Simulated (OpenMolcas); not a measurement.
**W3+: effect of correlating more closed shells**

```json
{"Program": "OpenMolcas 26.06", "Basis": "ANO-RCC-VTZP [8s7p5d3f2g1h]", "Scalar Hamiltonian": "DKH2, point nucleus", "Active space": "3 electrons in 5 orbitals (5d)", "State averaging": "2S+1 = 4 even, 10 roots; 2S+1 = 2 even, 40 roots", "Spin-orbit coupling": "RASSI with atomic mean-field integrals over the reference wave functions, term energies averaged over their components"}
```

Methods on the same reference wave functions:
A. CASSCF
B. MS-CASPT2, IPEA 0.25 Eh, imaginary shift 0.1 Eh (closed shells correlated: none)
C. MS-CASPT2, IPEA 0.25 Eh, imaginary shift 0.1 Eh (closed shells correlated: 5s 5p)
D. MS-CASPT2, IPEA 0.25 Eh, imaginary shift 0.1 Eh (closed shells correlated: 4f 5s 5p)

Energies in cm-1 above 5d3 4F 3/2, the measured ground level; measured values from the list in J. Phys. B 45, 035001 (2012).

| Level | A | B | C | D | Measured |
| --- | --- | --- | --- | --- | --- |
| 5d3 4F 3/2 | 0.0 | 0.0 | 0.0 | 0.0 | 0.0 |
| 5d3 4F 5/2 | 3358 | 3670 | 3640 | 3640 | 3537 |
| 5d3 4F 7/2 | 6719 | 7020 | 6950 | 6950 | 6745 |
| 5d3 4F 9/2 [74 %] | 9659 | 9700 | 9580 | 9590 | 9256 |
| 5d3 4P 1/2 [53 %] | 14813 | 12410 | 12340 | 12180 |  |
| 5d3 2G 7/2 | 17910 | 16420 | 16130 | 16150 | 15261 |
| 5d3 2H 9/2 [51 %] | 18504 | 17560 | 17180 | 17170 |  |
| 5d3 4P 5/2 | 19466 | 18350 | 18070 | 17850 | 17190 |
| 5d3 2P 1/2 [53 %] | 23570 | 19430 | 19410 | 19290 |  |
| 5d3 2H 11/2 | 25079 | 24080 | 23540 | 23500 | 22223 |
| 5d3 2D 5/2(1) | 27555 | 24670 | 24630 | 24580 | 22766 |
| 5d3 2F 7/2 | 34928 | 31510 | 30810 | 30530 | 28412 |
| 5d3 2F 5/2 | 35075 | 31470 | 30820 | 30520 | 27938 |
| 5d3 2D 5/2(2) | 52519 | 46480 | 46660 | 46370 | 43287 |
| 5d3 2D 3/2(2) | 52799 | 46950 | 47000 | 46650 |  |

Deviations, from unrounded energies. A percentage is the sum of absolute deviations over the sum of measured energies, with the sign that they share, or ± where signs differ.

```json
{"Against measurement": "mean absolute deviation (cm-1)", "Levels": "10", "A": "3600", "B": "1700", "C": "1400", "D": "1300"}
{"Against measurement": "fine structure of the ground term (%)", "Levels": "3", "A": "±3.1", "B": "+4.3", "C": "+3.3", "D": "+3.2"}
{"Against measurement": "other terms of the ground configuration (%)", "Levels": "7", "A": "+20.0", "B": "+9.0", "C": "+7.7", "D": "+7.0"}
```

D lies closest to measurement on these levels and A furthest from it. The largest miss of D in the table is 5d3 2D 5/2(2), by +3100 cm-1. The ranking rests on the paired levels alone, and a cruder setting can come out closer through cancelling errors.

Among B to D the level of the table that moves most is 5d3 2F 7/2, by 980 cm-1 (lowest in D, highest in B). Moves below CASPT2's spread within the term are not significant.

The mean deviations of B to D differ by less than CASPT2's widest spread within a term (640 cm-1), so their order carries little weight.

From A to B the spin-free energies of the other terms of 5d3 shown, above 4F, scale by factors of 0.62 to 0.91.

The lowest spin-free term lies below A's lowest term by 0.014 hartree in B, 0.241 hartree in C, 1.109 hartree in D.

What an inner shell adds also hangs on whether the basis holds functions to correlate it.

Term energies are means over components that CASPT2 splits; among the terms shown or strongly mixed into the levels shown the widest spread is 640 cm-1 (5d3 4F, D). The CASPT2 spread within a term exceeds the gap to the next term for 5d3 2P and 5d3 4P, 5d3 4P and 5d3 2G, so the order of their levels is uncertain, and so are names and mixing where such terms share a J (figures for B; the like holds for C, D). Without dynamic correlation excited terms often stand tens of per cent too high (terms of higher spin than the ground term too low), and those without a measured partner can miss by more than the paired ones (holds for A). Some levels mix across a computed gap that differs much from the measured one, so their mixing is not that of the real levels (holds for A). Computed and measured levels are paired by configuration, term and J; levels that our copy of the source lacks, or whose pairing is in doubt (as where it misses far off the trend of its configuration), stay unpaired and out of the deviations. Levels of configurations outside the active space are missing. The table leaves out levels that lie high or whose names do not pair safely across all columns.

A share in square brackets marks a mixed level and gives the weight of the term that names it, the lowest over the columns. A number in round brackets counts repeated terms of one configuration in the order of the reference energies.
